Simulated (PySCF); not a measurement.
Work out the structure from these simulated measurements.

Formula: C5H5O2PS.

- UV, first state: lowest singlet excitation: 4.94 eV (251 nm, f = 0.056) [TDDFT CAM-B3LYP/def2-SVPD]
- 1H NMR: chemical shifts (computed TMS as zero) by class: 9.01 (1 H), 8.66 (1 H), 4.11 (3 H) ppm [GIAO PBE0/pcSseg-1]
- Polarisability: 106.8 au [CAM-B3LYP/def2-SVPD]
- NMR, other nuclei: isotropic shieldings of nuclei other than C and H, by class: -72 (1 O), 143 (1 O), 73 (1 P), 162 (1 S) ppm [GIAO PBE0/pcSseg-1]
- Dipole: 1.22 D [CAM-B3LYP/def2-SVPD]
- UV, strongest line: among the 8 lowest singlet transitions: S7 at 5.96 eV (208 nm, f = 0.287) [TDDFT CAM-B3LYP/def2-SVPD]
- Rotational structure: rotational constants A, B, C: 2.848, 0.775, 0.611 GHz [GFN2-xTB]
- Triplet: lowest triplet excitation (Tamm–Dancoff): 3.13 eV [TDA CAM-B3LYP/def2-SVPD]
- 13C NMR: chemical shifts (computed TMS as zero) by class: 171.8 (1 C), 169.8 (1 C), 160.7 (1 C), 152.7 (1 C), 53.6 (1 C) ppm [GIAO PBE0/pcSseg-1]

The electronic properties come from PySCF, for the isolated species, density fitting. Levels stand in brackets. Geometry: GFN2-xTB, one conformer, isolated molecule. NMR classes are plain means over equivalent atoms (diastereotopic ones count apart unless rotation or inversion swaps them), as if these changed places fast.

Question: Propose a structure and show how it fits.

Answer: Numbering: `[CH3:1][O:2][C:3](=[O:4])[c:5]1[cH:6][s:7][cH:8][p:9]1`. 5 carbons fall into 5 classes; from least to most shielded: aromatic CH next to a ring sulfur [C8] (171.8 ppm), ester carbonyl carbon [C3] (169.8 ppm), substituted aromatic carbon [C5] (160.7 ppm), aromatic CH next to a ring sulfur [C6] (152.7 ppm), methoxy carbon [C1] (53.6 ppm). Hydrogen classes from least to most shielded: 1 H on an aromatic CH next to a ring sulfur, C6 (9.01 ppm), 1 H on an aromatic CH next to a ring sulfur, C8 (8.66 ppm), 3 H on a methoxy carbon, C1 (4.11 ppm). The other shieldings belong to: -72 ppm, ester carbonyl oxygen [O4]; 143 ppm, ester single-bonded oxygen [O2]; 73 ppm, phosphorus bonded to 2 C [P9]; 162 ppm, thiophene-type sulfur [S7]. The optimised geometry has point group Cs and is an asymmetric top. Structure: `COC(=O)c1cscp1`. Computed isomers that give other values at the same levels: `CSc1oc(C=O)cp1` (13C chemical shifts (computed TMS as zero) by class: 216.2 (1 C), 179.9 (1 C), 166.6 (1 C), 143.3 (1 C), 23.3 (1 C) ppm). The assignments are read from this structure; whether some other isomer fits the data as well wasn't checked.

The values belong to the conformer `[CH3:1][O:2][C:3](=[O:4])[c:5]1[cH:6][s:7][cH:8][p:9]1`: C1–O2–C3–O4 0°, O2–C3–C5–C6 180°.
